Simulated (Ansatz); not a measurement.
Ansatz (a quantum-chemistry and plane-wave program) input file for C2H7GeN, SMILES C=[CH][GeH2][NH2], PBE0/def2-SVPD. Geometry: PBE0-D3(BJ)/def2-SVP. Other conformers were not sampled.

Ansatz 0.2 input:
```yaml
crystal:
  periodic: [false, false, false]
  atoms:
    - {symbol: Ge, position_ang: [-0.25970713, 0.47822619, -0.02710521]}
    - {symbol: N, position_ang: [-1.91424311, -0.25714995, 0.30381324]}
    - {symbol: C, position_ang: [1.12526962, -0.80186588, -0.50993873]}
    - {symbol: C, position_ang: [2.19864594, -1.02482309, 0.25470836]}
    - {symbol: H, position_ang: [-0.48215420, 1.48406146, -1.17280845]}
    - {symbol: H, position_ang: [0.20536562, 1.18215006, 1.26225439]}
    - {symbol: H, position_ang: [-1.90417963, -1.01930455, 0.97722499]}
    - {symbol: H, position_ang: [-2.39779779, -0.57899801, -0.53078927]}
    - {symbol: H, position_ang: [1.01473317, -1.37428649, -1.44054655]}
    - {symbol: H, position_ang: [2.36019910, -0.48249763, 1.19419925]}
    - {symbol: H, position_ang: [2.97067048, -1.75417923, -0.01747821]}
basis:
  gaussian:
    orbitals: def2-SVPD
hamiltonian:
  xc: {name: PBE0}
```

Log of the run:

```
WARN ansatz: RAYON_NUM_THREADS=1 ignored (pool sized by the plan → 1); use --threads N
Functional definition: PBE0
integrals: 0.09 GiB planned
1405 factors; their error is unknown
mean field: 0.76 GiB planned
mean field evaluation 1: about -60166.4505 eV, gradient 6.2e1 eV
mean field evaluation 2: about -60158.9886 eV, gradient 8.2e1 eV
mean field evaluation 4: about -60174.5494 eV, gradient 4.1e0 eV
mean field evaluation 8: about -60174.5882 eV, gradient 8.3e-2 eV
mean field evaluation 16: about -60174.7461 eV, gradient 1.9e-5 eV
mean field -60174.74607587 eV, -2211.3811303803 hartree, gradient 1.9e-5 eV, S^2 0.000000; 0 other end points of the search recorded, 0 dependent functions left out
reference -60174.74611017 eV, -2211.3811316410 hartree; 29, 29 occupied and 125, 125 virtual orbitals, 1405 factors
Total energy: -60174.74611017 eV, -2211.3811316410 hartree
```

Self-consistency was reached.

Cost: about 4 core-seconds (a rough figure).
